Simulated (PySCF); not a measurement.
C₇H₁₀OSi.
SMILES: `C1[C@@H](C)[Si@@H](O)CC=1C#C`

The closed-shell ground state was solved at several levels (PySCF, density fitting, gas phase, non-relativistic). The structure is a single PBE0-D3(BJ)/def2-SVP conformer in the gas phase; no vibrational or solvent corrections.

| level | basis functions | total energy (Eh) | HOMO (eV) | LUMO (eV) | gap (eV) | dipole (D) |
| --- | --- | --- | --- | --- | --- | --- |
| PBE0/pcSseg-1 | 210 | -636.8650 | -6.65 | -0.65 | 6.00 | 1.95 |
| HF/pcSseg-1 | 210 | -634.5914 | -8.79 | 3.11 | 11.90 | 2.14 |

(1) Estimate the row for wB97X-D/def2-SVPD, a basis of 267 functions; the other rows only guide the guess.

(2) Over all these levels, which gives the widest orbital gap and which the narrowest?

(3) How far do the dipole and the HOMO energy spread over the levels?

Results:

(1) Total energy -636.9991 Eh, HOMO -8.43 eV, LUMO 1.01 eV, gap 9.44 eV, dipole 1.87 D.

(2) HF/pcSseg-1 (Hartree–Fock, all exact exchange) has the widest, 11.90 eV, and PBE0/pcSseg-1 (global hybrid, 25 % exact exchange) the narrowest, 6.00 eV. The two share the basis. From the narrowest to the widest the HOMO moves by -2.14 eV and the LUMO by +3.76 eV. The HOMO need not be the same orbital at Hartree–Fock and at DFT levels.

(3) The dipole runs from 1.87 to 2.14 D (mean 1.98 D) and the HOMO from -8.79 to -6.65 eV.

Note: wB97X-D ran without an empirical dispersion term, which enters the total energy and its gradient alone.
